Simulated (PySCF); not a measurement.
Dipole moment and polarisability of `Fc1ccpc(F)p1`

C₄H₂F₂P₂.
SMILES with atom numbers: `[F:1][c:2]1[cH:3][cH:4][p:5][c:6]([F:7])[p:8]1` (hydrogens: H9 on C3; H10 on C4)

Structure used (GFN2-xTB), in Å, numbered top down from 1:
```xyz
10
C4H2F2P2 angstrom
F     -1.5309   -2.1713    0.0605
C     -0.6436   -1.1474    0.0192
C     -1.1872    0.1189    0.0830
C     -0.4777    1.3011    0.0579
P      1.2367    1.5334   -0.0583
C      1.7823   -0.1179   -0.1289
F      3.1367   -0.2174   -0.2247
P      1.0115   -1.6769   -0.1060
H     -2.2666    0.1657    0.1588
H     -1.0523    2.2164    0.1159
```

Level: B3LYP/def2-SVPD (PySCF), static field, nuclei fixed, core orbitals frozen in the response. The polarisability tensor in these axes (au):

```
x   109.14   2.73  -3.51
y     2.73 120.89   1.07
z    -3.51   1.07  58.32
```

Task: Give the principal values, the mean and the anisotropy Δα = √{½[(α1 − α2)² + (α2 − α3)² + (α1 − α3)²]}.

Result: Principal values 58.05, 108.80 and 121.50 au; mean 96.12 au = 14.24 Å³ = 15.85 × 10⁻⁴⁰ C²·m²/J; Δα = 58.15 au (60 % of the mean).

Task: What is the dipole moment, and where does it point?

Result: (-1.81, 1.30, 0.15) D, 2.23 D in size, pointing from the negative to the positive side. Measured along this direction, the outermost atoms are F7 at the negative end and H10 at the positive end.

Task: Find the Langevin capture rate constant for NO+ (29.998 u) meeting this molecule (149.960 u), k = 2.342 × 10⁻⁹ cm³/s × √(α in Å³ / reduced mass in u).

Result: The reduced mass is 25.00 u, so k = 1.77 × 10⁻⁹ cm³/s. The formula leaves out the permanent dipole, which adds to the capture rate.

Task: Give the eigenvalues of the traceless quadrupole moment Θ = ½Σq(3rr − r²1), origin at the centre of nuclear charge.

Result: -7.88, 1.11, 6.78 D·Å. The values depend on the origin, since the dipole doesn't vanish. The electronic extent ⟨r²⟩ about the same centre is 1207 bohr², a root-mean-square distance of 2.14 Å for the 74 electrons.

Task: Orientational against electronic polarisability at 400 K (dilute gas, rigid molecules)?

Result: In Gaussian units μ²/3kT = 30.14 Å³ against 14.24 Å³, a ratio of 2.12; the Debye molar polarisation (4π/3)N_A(α + μ²/3kT) is 112.0 cm³/mol, leaving out the vibrational part.

Task: Refractivity n − 1 of an ideal gas of it at 273.15 K and 1 atm, from the electronic α?

Result: N = p/kT = 2.6868 × 10¹⁹ cm⁻³, so n − 1 = 2π × N × 14.24 × 10⁻²⁴ cm³ = 2404 × 10⁻⁶ at long wavelengths.

Geometry: GFN2-xTB; no solvent, vibrations or thermal averaging.
